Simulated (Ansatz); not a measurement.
Computed with Ansatz on PBE0-D4/def2-TZVP structures; ΔE is electronic, products minus reactants. CBS: MP2 limit from def2 TZ/QZ plus the TZ coupled-cluster correction, frozen cores. This one scheme is used for every species. Functionals use def2-TZVPP. B3LYP here is the variant with VWN-RPA as its local correlation; programs differ in this. HSE06 is defined as in plane-wave codes. Elements past krypton have def2 core potentials. For Ta outer-core shells are correlated without core-valence functions, which leaves a few kJ/mol of doubt a bond. One conformer a species, not always the lowest.

Reaction (formal hydrolysis of a Ta–C bond): `[CH3][Ta]([OH])([OH])=[S]` + H₂O → `[OH][Ta]([OH])([OH])=[S]` + CH₄

```
             level  ΔE (kJ/mol)  difference from CCSD(T)/CBS
       LDA (SPW92)       -150.0                         -6.4
            PBE-D4       -148.8                         -5.2
         revPBE-D4       -149.1                         -5.5
           BLYP-D4       -156.8                        -13.2
         r2SCAN-D4       -156.7                        -13.1
            B97M-V       -159.5                        -15.9
           PBE0-D4       -147.7                         -4.1
          B3LYP-D4       -155.7                        -12.1
        r2SCANh-D4       -155.2                        -11.6
        r2SCAN0-D4       -153.2                         -9.6
          HSE06-D4       -147.4                         -3.8
          BHLYP-D4       -156.8                        -13.2
           ωB97X-V       -155.8                        -12.2
            B2PLYP       -156.4                        -12.8
          PBE-QIDH       -149.1                         -5.5
               PBE       -150.7                         -7.1
            revPBE       -150.6                         -7.0
              BLYP       -160.0                        -16.4
            r2SCAN       -157.3                        -13.7
              PBE0       -149.5                         -5.9
             B3LYP       -158.7                        -15.1
           r2SCANh       -155.9                        -12.3
           r2SCAN0       -154.0                        -10.4
             HSE06       -149.2                         -5.6
         CAM-B3LYP       -162.1                        -18.5
           LC-ωPBE       -157.2                        -13.6
RPA@PBE/def2-TZVPP       -144.8                         -1.2
       HF/def2-SVP       -168.0                        -24.4
      MP2/def2-SVP       -163.1                        -19.5
  CCSD(T)/def2-SVP       -161.0                        -17.4
     HF/def2-TZVPP       -163.9                        -20.3
    MP2/def2-TZVPP       -146.8                         -3.2
SCS-MP2/def2-TZVPP       -150.4                         -6.8
   CCSD/def2-TZVPP       -147.3                         -3.7
CCSD(T)/def2-TZVPP       -146.5                         -2.9
     HF/def2-QZVPP       -162.7                        -19.1
    MP2/def2-QZVPP       -144.7                         -1.1
SCS-MP2/def2-QZVPP       -148.3                         -4.7
      HF/CBS(def2)       -162.5                        -18.9
     MP2/CBS(def2)       -143.9                         -0.3
       CCSD(T)/CBS       -143.6                            0
```

Largest T1 diagnostic among the species: 0.020, so the coupled-cluster value is less sure than usual.

In def2-TZVPP, CCSD(T) changes the Hartree–Fock value by +17.4 kJ/mol (the triples alone add +0.8 kJ/mol) and MP2 by +17.1 kJ/mol. Leaving LDA and LC-ωPBE aside and taking each functional with its dispersion term where it has one, the values, not all of them listed here, spread over 12.6 kJ/mol, from CAM-B3LYP-D4 to HSE06-D4.
